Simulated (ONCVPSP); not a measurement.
# Before and after: ONCV potential for Zn (Z = 30)

- Element: Zn
- Generator: ONCVPSP 4.0.1
- Type: optimised norm-conserving Vanderbilt (ONCV)
- Functional: LDA (Perdew-Wang 92)
- Relativity: fully relativistic
- Frozen core: [Ne] 3s2
- Valence charge: 18
- Reference configuration: 3p6 3d10 4s1 (charge +1)
- Partial waves: 4s: rc 2.05 bohr, ncon 5, nbas 10, qcut 4.1 1/bohr, 2 projectors, debl 1.9 Ha; 3p: rc 0.90 bohr, ncon 4, nbas 9, qcut 13.5 1/bohr, 1 projector; 3d: rc 1.00 bohr, ncon 3, nbas 8, qcut 16 1/bohr, 2 projectors, debl 2.9 Ha
- Local potential: polynomial inside 0.80 bohr (lpopt 5, dvloc0 2 Ha)
- Core correction: Teter function, fcfact 5, rcfact 1.8

Open shells are filled in proportion to 2j + 1.

Change: d: qcut 11.3.

Cutoffs: the cutoffs (Ha) at which the residual kinetic energy of the hardest occupied pseudo-wave falls to 1 and 0.1 mHa per electron; they do not see the model core or the augmentation charge, which bear on the density cutoff. Errors are all-electron minus pseudo energies relative to the spin-unpolarised reference configuration.

Problem. What does the change do?

Solution. The potential gets harder (97 Ha and 109 Ha → 121 Ha and 337 Ha); both files keep a bound ghost (s); of the 4 tests that both files solve, the error grows in 0 and shrinks in 1 by more than 15 % and 0.3 meV (median size 37.3 → 29.5 meV).

| quantity | base | changed |
| --- | --- | --- |
| cutoff, loose | 97 Ha | 121 Ha |
| cutoff, tight | 109 Ha | 337 Ha |
| loose cutoff by channel | s 6.7 Ha, p 50 Ha, d 97 Ha | s 6.7 Ha, p 50 Ha, d 121 Ha |
| bound ghosts | s | s |
| GHOST(+) flags under 300 eV | none | none |
| error for 3p6 3d10 4s2, meV [ΔE -10.18 eV] | -6.3 | -5.4 |
| error for 3p6 3d10 4s0, meV [ΔE 18.76 eV] | -14 | -12 |
| error for 3p6 3d9 4s0, meV [ΔE 59.66 eV] | +61 | +47 |
| error for 3p6 3d9 4s2 4p1, meV [ΔE 2.18 eV] | -115 | -107 |
| s: phases at 2.08 bohr within 0.05 rad from the reference energy up to (Ha; the scan ends near 5) | 3.2 | 3.2 |
| p3/2: phases at 0.91 bohr within 0.05 rad from the reference energy up to (Ha; the scan ends near 5) | to the end of the scan | to the end of the scan |
| p1/2: phases at 0.91 bohr within 0.05 rad from the reference energy up to (Ha; the scan ends near 5) | 4.3 | 4.3 |
| d5/2: phases at 1.02 bohr within 0.05 rad from the reference energy up to (Ha; the scan ends near 5) | to the end of the scan | to the end of the scan |
| d3/2: phases at 1.02 bohr within 0.05 rad from the reference energy up to (Ha; the scan ends near 5) | to the end of the scan | to the end of the scan |
| rms error of d²Exc/dni dnj with the model core, mHa | 5.51 | 5.54 |

 A true bound ghost makes a file unfit for plane-wave use even where its test errors are small: the radial tests pick states by their node count and pass the ghost by.
